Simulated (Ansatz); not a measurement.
Computed with Ansatz on PBE0-D4/def2-TZVP structures; ΔE is electronic, products minus reactants. CCSD(T)/CBS adds triple-zeta CCSD(T) − MP2 to the extrapolated MP2 energy (def2 sets, frozen cores). Functionals use def2-TZVPP. B3LYP here is the variant with VWN-RPA as its local correlation; programs differ in this. For Ge outer-core shells are correlated without core-valence functions, which leaves a few kJ/mol of doubt a bond. Scalar relativity is left out up to krypton. Each species was taken in one conformer, which may not be the lowest.

Consider the redistribution: `C[SiH](C)[SiH2]F` + `[SiH3][N]([SiH3])[GeH3]` → `C[SiH](C)[GeH3]` + `F[SiH2]N([SiH3])[SiH3]`.

```csv
level,ΔE (kJ/mol),difference from CCSD(T)/CBS
PBE-D4,-88.2,6.0
r2SCAN-D4,-95.5,-1.3
PBE0-D4,-91.1,3.1
B3LYP-D4,-92.4,1.8
ωB97X-V,-89.6,4.6
ωB97M-V,-97.3,-3.1
B2PLYP,-92.9,1.3
PBE,-88.2,6.0
r2SCAN,-95.5,-1.3
PBE0,-91.1,3.1
B3LYP,-92.2,2.0
HF/def2-TZVPP,-90.8,3.4
MP2/def2-TZVPP,-94.7,-0.5
SCS-MP2/def2-TZVPP,-91.0,3.2
CCSD/def2-TZVPP,-92.2,2.0
CCSD(T)/def2-TZVPP,-91.6,2.6
HF/def2-QZVPP,-91.2,3.0
MP2/def2-QZVPP,-96.3,-2.1
SCS-MP2/def2-QZVPP,-92.3,1.9
HF/CBS(def2),-91.2,3.0
MP2/CBS(def2),-97.2,-3.0
CCSD/CBS(def2),-94.7,-0.5
CCSD(T)/CBS,-94.2,0
```

Largest T1 diagnostic among the species: 0.012.
